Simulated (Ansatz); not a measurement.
One geometry of Ge₂O₄⁺, several levels of theory.

```yaml
crystal:
  periodic: [false, false, false]
  atoms:
    - {symbol: Ge, position_ang: [0.532713, -1.821600, -0.240453]}
    - {symbol: Ge, position_ang: [-0.520625, 1.822326, -0.262816]}
    - {symbol: O, position_ang: [1.487523, -0.181962, -0.104838]}
    - {symbol: O, position_ang: [1.080539, 1.011855, 0.422525]}
    - {symbol: O, position_ang: [-1.100244, -1.012318, 0.366270]}
    - {symbol: O, position_ang: [-1.479907, 0.181698, -0.180688]}
basis:
  gaussian: {orbitals: def2-TZVP, initial_orbitals: start.molden}
total_charge: 1
magnetization: {spin_polarized: true, initial_magnetization: 1}
hamiltonian: {xc: pbe, dispersion: d4}
scf: {omitted_lower_state_checks: [starts]}
output: {forces: true, orbitals: {seedname: orbitals}}
```

The file start.molden holds the orbitals of an earlier run on this structure, at another level or in another basis.

```sh
$ ansatz run in.yaml --threads 4 --pin off --events-out ev --progress --plain --max-ram 4787MiB
```

Output, abridged:

```
Functional definition: PBE
1320 factors; their error is unknown
mean field evaluation 1: about -121191.3318 eV, gradient 1.1e1 eV
mean field evaluation 2: about -121191.5871 eV, gradient 3.7e-1 eV
mean field evaluation 4: about -121191.5614 eV, gradient 1.7e-1 eV
mean field evaluation 8: about -121191.5615 eV, gradient 2.2e-5 eV
mean field -121191.56147344 eV, -4453.7077375582 hartree, gradient 2.2e-5 eV, S^2 0.758679; 0 other end points of the search recorded, 0 dependent functions left out
reference -121191.56150715 eV, -4453.7077387971 hartree; 48, 47 occupied and 172, 173 virtual orbitals, 1320 factors
Total energy: -121191.77470778 eV, -4453.7155737758 hartree
Atom 0 at     0.532713    -1.821600    -0.240453 Å, force    -0.100499     0.265515     0.064038 eV/Å
Atom 1 at    -0.520625     1.822326    -0.262816 Å, force     0.100667    -0.268802     0.066459 eV/Å
Atom 2 at     1.487523    -0.181962    -0.104838 Å, force     0.108029    -0.418806    -0.172684 eV/Å
Atom 3 at     1.080539     1.011855     0.422525 Å, force    -0.211487     0.401175     0.104331 eV/Å
Atom 4 at    -1.100244    -1.012318     0.366270 Å, force     0.204302    -0.403617     0.112630 eV/Å
Atom 5 at    -1.479907     0.181698    -0.180688 Å, force    -0.101013     0.424534    -0.174775 eV/Å
Dipole moment:     0.005604     0.000407    -0.239479 e Å
Checks for a lower state left out: starts
```

It took 4.1 s on 4 threads of Arm Neoverse V2 on a shared host.

As the first input, with `gaussian: {orbitals: STO-3G}`, `hamiltonian: {xc: hf}`, `output: {orbitals: {seedname: orbitals}}` (abridged; 1 s):

```
Functional definition: HF
mean field evaluation 16: about -119691.9862 eV, gradient 4.6e-2 eV
mean field -119692.32639220 eV, -4398.6118645407 hartree, gradient 2.9e-5 eV, S^2 1.386947
Total energy: -119692.32639220 eV, -4398.6118645407 hartree
Checks for a lower state left out: starts
```

First input, but with `hamiltonian: {xc: {name: r2SCAN0}, dispersion: d4}`, `output: {orbitals: {seedname: orbitals}}` (abridged; 14 s):

```
Functional definition: r2SCAN0
mean field -121208.08569132 eV, -4454.3149913647 hartree, gradient 3.2e-5 eV, S^2 0.801814
Total energy: -121208.14216051 eV, -4454.3170665691 hartree
Checks for a lower state left out: starts
```

As the first input, with `hamiltonian: {xc: pbe0, dispersion: d4}`, `output: {orbitals: {seedname: orbitals}}` (abridged; 8.5 s):

```
Functional definition: PBE0
mean field -121192.65890428 eV, -4453.7480673976 hartree, gradient 1.8e-5 eV, S^2 0.784903
Total energy: -121192.83924037 eV, -4453.7546946267 hartree
Checks for a lower state left out: starts
```

Geometry: PBE-D4/def2-SVP.

The structure holds 2 bonds between oxygen atoms, so isomers without such links may lie far lower. At HF/STO-3G the charge 1 doublet is spin-contaminated (final ⟨S²⟩ up to 1.39, 0.75 for a pure state). Another isomer (doublet) lies 1.42 eV lower at PBE0-D4/def2-TZVP; other spin states weren't run for this one.
